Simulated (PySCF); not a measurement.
# Orbital energies, ionisation energy and electron affinity

SnClI3.
Geometry (PBE0-D3(BJ)/def2-SVP, Å), atoms numbered from 1 in this order:
```xyz
5
ClI3Sn angstrom
Sn     0.0124   -0.0212    0.0196
Cl    -0.0060   -0.0485    2.3587
I      2.5562   -0.0447   -0.7952
I     -1.2143    2.1997   -0.8030
I     -1.2735   -2.1957   -0.8421
```

Level: PBE0/def2-SVPD (PySCF). Frontier orbitals with their largest atomic shares (Löwdin; up to four atoms above 4 %):

```
orbital  ε (eV)                           main atoms
 HOMO−3   -8.48  I5 41 %, I3 32 %, I4 14 %, Sn1 11 %
 HOMO−2   -8.18            I4 48 %, I5 36 %, I3 11 %
 HOMO−1   -8.17            I3 53 %, I5 28 %, I4 14 %
   HOMO   -8.04                                    ?
   LUMO   -3.86  I4 22 %, I5 22 %, I3 22 %, Sn1 20 %
 LUMO+1   -1.10  Sn1 36 %, I3 24 %, I5 16 %, I4 15 %
 LUMO+2   -1.08  Sn1 36 %, I5 21 %, I4 21 %, I3 13 %
```

Q: What vertical ionisation energy does ΔSCF give, and how far is −ε(HOMO) from it?

A: ΔSCF: 9.64 eV (931 kJ/mol; threshold wavelength 129 nm); ⟨S²⟩ of the doublet left behind is 0.755, against 0.75 for a pure doublet. −ε(HOMO) is 8.04 eV, 1.60 eV below it. In exact Kohn–Sham theory the two would be equal; PBE0 (global hybrid, 25 % exact exchange) falls short of its own ΔSCF value by 17 %. Holes in the HOMO−1 and HOMO−2 were tried too where these lie within 1.2 eV of the HOMO; the lowest converged state counts.

Q: On which atoms does the HOMO lie?

A: I3 (iodine bonded to Sn) 35 %, I5 (iodine bonded to Sn) 33 %, I4 (iodine bonded to Sn) 32 %, so no atom holds as much as 40 %. The HOMO−1 lies 0.13 eV lower.

Q: And the vertical electron affinity, the fundamental gap, Mulliken's electronegativity and the hardness (with the factor ½)?

A: EA = 2.40 eV by ΔSCF (−ε(LUMO) = 3.86 eV). IE − EA = 7.24 eV against an orbital gap of 4.18 eV; (IE + EA)/2 = 6.02 eV; (IE − EA)/2 = 3.62 eV.

Q: Shift the occupied levels rigidly so that −ε(HOMO) equals the ΔSCF value. What binding energies result?

A: The shift is +1.60 eV: HOMO 9.64, HOMO−1 9.77, HOMO−2 9.78, HOMO−3 10.08 eV. A rigid shift is only a rough guide to the deeper ionisations.

Q: What total energies stand behind the ΔSCF value?

A: E(N) = -1567.54527 Eh and E(N − 1) = -1567.19083 Eh at the same geometry, 0.35444 Eh apart. With one more electron, E(N + 1) = -1567.63330 Eh.

Q: With α = 167.5 au, estimate the like-pair dispersion coefficient by London's formula C6 = (3/4)α²I.

A: I = 0.3544 Eh, so C6 ≈ 7460 au, a rough estimate.

Q: What kinetic energy would electrons from this vertical process carry with 118.2 nm light (10.49 eV)?

A: 10.49 − 9.64 = 0.85 eV.

Geometry: PBE0-D3(BJ)/def2-SVP; no solvent, vibrations or thermal averaging. Atoms past krypton carry effective core potentials; spin–orbit coupling is left out.
